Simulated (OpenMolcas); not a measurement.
## Ni2+: moving or changing the point charges

Ni2+ among 6 point charges of -1 e arranged as an octahedron (Oh), 1.75 Å from the ion.

* Program: OpenMolcas 26.06
* Method: SS-CASPT2, IPEA 0.25 Eh, imaginary shift 0.1 Eh (closed shells correlated: 3s 3p)
* Basis: ANO-RCC-VDZP [5s4p2d1f]
* Scalar Hamiltonian: DKH2, point nucleus
* Active space: 8 electrons in 5 orbitals (3d)
* State averaging: 2S+1 = 3 even, 10 roots; 2S+1 = 1 even, 15 roots
* Spin-orbit coupling: state interaction with AMFI integrals over the reference wave functions

Runs around this geometry, states (labels of O, the rotations of Oh). Energies in cm-1 above the lowest state or level, χT in cm3 K/mol.

| R (Å) | q (e) | Ground state | First state of that spin | First gap with spin-orbit (degeneracies) | χT at 300 K | First state of another spin |
| --- | --- | --- | --- | --- | --- | --- |
| 1.75 | -0.65 | 3A2 | 3T2 2860 | 2530 (3, 2) | 2.075 | 1E 14370 |
| 1.6 | -1 | 3A2 | 3T2 5610 | 5360 (3, 2) | 1.591 | 1E 16030 |
| 1.75 | -1 | 3A2 | 3T2 4100 | 3820 (3, 2) | 1.790 | 1E 15250 |
| 1.87 | -1 | 3A2 | 3T2 3170 | 2880 (3, 2) | 1.986 | 1E 14700 |

Taking the first state of the same spin as R^-n, n = -ln(3170 / 5610) / ln(1.87 / 1.6) = 3.7 between the shortest and longest distance.

Scaling the charges by -0.65 / -1 = 0.65 scales the first state of the same spin by 2860 / 4100 = 0.70; with fixed orbitals a first-order splitting would follow the charge.

Roots that are degenerate in the reference are averaged as groups; the widest CASPT2 spread within a group is 670 cm-1 (the 3-fold group of multiplicity 3 near 4100 cm-1 above the lowest state of its run, R = 1.75, q = -1). Shifts and gaps below about the spread of the groups concerned are not significant. Free-ion shares, where given, are those of the reference states; single-state CASPT2 does not remix them. The ground term spreads over less than 5000 cm-1, several times less than with real ligands, so orbital moments are less quenched and χT lies further from the spin-only value than at real sites (holds for R = 1.75, q = -0.65). Point charges carry no covalency, so the field is a model and not that of real ligands. No measured value stands beside these numbers.
